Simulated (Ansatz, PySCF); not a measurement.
IrO4, SMILES [O]=[Ir+]1(=[O])[O][O]1, charge +1, multiplicity 1. Atoms are numbered in the order given.

```xyz
5

Ir     0.0000     0.0000     0.1891
O      0.6885     0.0000    -1.5867
O     -0.6885     0.0000    -1.5867
O      0.0000    -1.4499     1.0287
O      0.0000     1.4499     1.0287
```
Charge +1, spin multiplicity 1.

The structure is a stationary point at B3LYP-D3(BJ)/def2-SVP. The multiplicity is an assumed one; other spin states were not compared. The def2 effective core potentials stand for the cores of Ir; spin–orbit coupling is left out.

Two levels are set side by side: PBE-D3(BJ)/def2-SVP (Ansatz, an electronic-structure program) and B3LYP-D3(BJ)/def2-SVP (Ansatz). Each level has its own optimised geometry; the coordinates shown are those of the second. Frequencies come from the Hessian of PySCF at each geometry. Differences are taken from unrounded values.

```
quantity                            B3LYP-D3(BJ)  PBE-D3(BJ)  PBE-D3(BJ) minus B3LYP-D3(BJ)
----------------------------------  ------------  ----------  -----------------------------
mean bond length (Å)                       1.707       1.722                          0.014
bond Ir1–O2 (Å)                            1.905       1.921                          0.017
bond Ir1–O3 (Å)                            1.905       1.921                          0.017
bond Ir1–O4 (Å)                            1.675       1.693                          0.017
bond Ir1–O5 (Å)                            1.675       1.693                          0.017
bond O2–O3 (Å)                             1.377       1.380                          0.003
highest harmonic wavenumber (cm⁻¹)          1039        1000                            -38
mean harmonic wavenumber (cm⁻¹)              591         570                            -20
zero-point energy (kcal/mol)                7.60        7.34                          -0.26
```

Exact exchange shortens and stiffens bonds; PBE has none. Differences between two approximate levels are no errors against the true value.
